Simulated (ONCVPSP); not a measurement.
# zirconium: one change to an ONCV potential, before and after

* Element: zirconium
* Generator: ONCVPSP 4.0.1
* Type: optimised norm-conserving Vanderbilt (ONCV)
* Functional: LDA (Perdew-Zunger)
* Relativity: scalar-relativistic
* Frozen core: [Ar] 3d10
* Valence charge: 12
* Reference configuration: 4s2 4p6 4d2.5 5s1.5
* Partial waves: 4s+5s: rc 1.85 bohr, ncon 3, nbas 6, qcut 8.6 1/bohr, 2 projectors; 4p: rc 1.90 bohr, ncon 3, nbas 7, qcut 8.5 1/bohr, 2 projectors, debl 2 Ha; 4d: rc 3.05 bohr, ncon 3, nbas 8, qcut 6.1 1/bohr, 3 projectors, debl 1 Ha
* Local potential: polynomial inside 1.70 bohr (lpopt 2, dvloc0 3 Ha)
* Core correction: none

Change: s: qcut 7.9; p: qcut 7.8; d: qcut 5.6.

Cutoffs: the cutoffs (Ha) at which the residual kinetic energy of the hardest occupied pseudo-wave falls to 1 and 0.1 mHa per electron; they do not see the model core or the augmentation charge, which bear on the density cutoff. Errors are all-electron minus pseudo energies relative to the spin-unpolarised reference configuration.

**Question.** What does the change do?

**Answer.** The potential gets neither clearly harder nor softer (19 Ha and 24 Ha → 18 Ha and 22 Ha); the s channel sets the loose cutoff, while the largest relative change is in p, which becomes softer; of the 4 tests that both files solve, the error grows in 3 and shrinks in 0 by more than 15 % and 0.3 meV (median size 2.8 → 3.8 meV); the range in which the d phases agree narrows (upper end at the end of the scan → 3.5); neither file shows a bound ghost.

| quantity | base | changed |
| --- | --- | --- |
| cutoff, loose | 19 Ha | 18 Ha |
| cutoff, tight | 24 Ha | 22 Ha |
| loose cutoff by channel | s 19 Ha, p 19 Ha, d 10 Ha | s 18 Ha, p 13 Ha, d 9.5 Ha |
| bound ghosts | none | none |
| GHOST(+) flags under 300 eV | s at 65.9 eV | s at 46.7 eV |
| error for 4s2 4p6 4d2 5s2, meV [ΔE -0.53 eV] | +4.1 | +5.3 |
| error for 4s2 4p6 4d2 5s1, meV [ΔE 6.83 eV] | +1.6 | +2.3 |
| error for 4s2 4p6 4d2 5s0, meV [ΔE 20.07 eV] | -1.6 | -1.6 |
| error for 4s2 4p6 4d1 5s2, meV [ΔE 7.30 eV] | +44 | +60 |
| s: phases at 1.88 bohr within 0.05 rad from the reference energy up to (Ha; the scan ends near 5) | 1.5 | 1.1 |
| p: phases at 1.93 bohr within 0.05 rad from the reference energy up to (Ha; the scan ends near 5) | to the end of the scan | to the end of the scan |
| d: phases at 3.09 bohr within 0.05 rad from the reference energy up to (Ha; the scan ends near 5) | to the end of the scan | 3.5 |
